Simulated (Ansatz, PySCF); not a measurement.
Al(F)(Br)(OMe) (CH3AlBrFO), SMILES [Al]([Br])([F])[O]C. Atoms are numbered in the order given.

```xyz
8

Al     0.6792    -0.5165     0.0000
F      2.3329    -0.5058     0.0000
Br    -0.4293     1.4316     0.0000
O     -0.1129    -1.9937     0.0000
C     -1.4224    -2.4925     0.0000
H     -1.5903    -3.1216    -0.8914
H     -1.5903    -3.1216     0.8914
H     -2.1828    -1.6898     0.0000
```

The structure is a stationary point at B3LYP-D3(BJ)/def2-SVP. The structure was generated by enumeration; whether it is a known compound was not checked. One conformer was computed; it need not be the lowest.

Vertical ionisation energy (IE) and electron affinity (EA) in eV. Rows of orbital energies are one-electron estimates. Where ΔSCF, EOM or ADC give a negative EA the extra electron is unbound and the value depends on the basis.

```csv
level,IE,EA
"−ε(HOMO), −ε(LUMO), M06-2X/def2-TZVP (PySCF)",10.12,0.52
"−ε(HOMO), −ε(LUMO), PBE/def2-TZVP (PySCF)",(withheld),(withheld)
"ΔSCF, CAM-B3LYP/def2-SVPD (Ansatz), final states of multiplicity 2 and 2",11.11,-0.12
"ΔSCF, PBE/def2-SVPD (Ansatz), final states of multiplicity 2 and 2",10.30,0.09
```

### Question
What belongs in the gaps? (The exact figures need the calculation; the answer reports its results.)

### Answer

- −ε(HOMO), −ε(LUMO), PBE/def2-TZVP (PySCF), IE: 7.12
- −ε(HOMO), −ε(LUMO), PBE/def2-TZVP (PySCF), EA: 1.96

### Question
What vertical singlet–triplet gap does ΔSCF give with CAM-B3LYP/def2-SVPD (Ansatz, a quantum-chemistry and plane-wave program) and with PBE/def2-SVPD (Ansatz)? (An estimate is asked for; the answer gives what the named calculation found.)

### Answer
6.32 and 5.34 eV (triplet above singlet where positive).
